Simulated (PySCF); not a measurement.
Al(H)2(OH)(py), C₅H₈AlNO, singlet at its GFN2-xTB optimised geometry (Å):

```
16

Al    -0.1939    -0.0392     0.0000
H      1.3653    -0.0392     0.0000
H     -0.9061    -1.2204     0.7265
O     -0.9548     1.4247     0.0000
H     -1.3653     2.2719     0.0924
C     -0.4331    -2.1447    -4.2472
C      0.1893    -2.6743    -3.1243
C      0.1696    -1.9374    -1.9553
N     -0.4175    -0.7558    -1.8723
C     -1.0127    -0.2430    -2.9354
C     -1.0462    -0.9054    -4.1521
H     -0.4388    -2.6899    -5.1792
H      0.6768    -3.6355    -3.1598
H      0.6285    -2.2719    -1.0341
H     -1.4701     0.7251    -2.7916
H     -1.5396    -0.4613    -5.0022
```

Computed with PySCF with PBE0/def2-TZVP. Cells within 0.4 Å of a nucleus heavier than hydrogen are left out (blank, or x).

Map of the HOMO−1 amplitude (bohr^(-3/2)) on the plane z = 0.0 Å; orbital energy -7.88 eV, overall sign arbitrary:

```
|66666666666666666666666666666|
|66666666666666666666666666666|
|66666666666666666666666666666|
|66666666666666666666666666666|
|66666666666666666666666666666|
|66666666666666666666666666666|
|66666666666677776666666666666|
|66666666555677776666666666666|
|66666666544688777666666666666|
|6666666654xxx9876666666666666|
|6666666654xxx9876666666666666|
|66666666555798766555666666666|
|66666666655677655444556666666|
|6666666666666x654323456666666|
|6666666665556xx53202456666666|
|6666666665555xx43213456666666|
|66666666655445544334556666666|
|66666666654444444445566666666|
|66666666655444455555666666666|
|66666666655545555566666666666|
|66666666665555556666666666666|
|66666666666666666666666666666|
|66666666666666666666666666666|
|66666666666666666666666666666|
|66666666666666666666666666666|
|66666666666666666666666666666|
|66666666666666666666666666666|
|66666666666666666666666666666|
|66666666666666666666666666666|
```
Scale: ten equal steps from -0.157 (start of '0') to 0.072 (end of '9'), in the order '0123456789'; x runs from -4.50 to 4.50, y from -4.50 (bottom) to 4.50 (top).
